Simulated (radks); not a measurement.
Coulomb parameter of the 5d shell of the tungsten ion W2+ in the model configuration [Xe] 4f14 5d3 6p1, as a second difference U = [E(n + 0.5) + E(n - 0.5) - 2 E(n)] / (0.5)^2 with all orbitals relaxed. "Bare": the charge of the atom changes with n. "Screened": the 6p shell takes up the change at fixed total charge, which measures U(5d,5d) + U(6p,6p) - 2 U(5d,6p). Calculated with a radial shooting solver on a logarithmic mesh with Libxc functionals: Dirac Kohn-Sham, BLYP, spin-unpolarised, spherical densities, finite nucleus; open shells are shared between the two j in proportion to 2j + 1; Fermi nuclear charge, rms radius 5.3658 fm.

case                   configuration  E - E(n) (eV)
start              [Xe] 4f14 5d3 6p1          0.000
bare +0.5        [Xe] 4f14 5d3.5 6p1        -10.182
bare -0.5        [Xe] 4f14 5d2.5 6p1         12.902
screened +0.5  [Xe] 4f14 5d3.5 6p0.5         -3.957
screened -0.5  [Xe] 4f14 5d2.5 6p1.5          4.419

U(bare) = 10.879 eV, U(screened by 6p) = 1.851 eV.
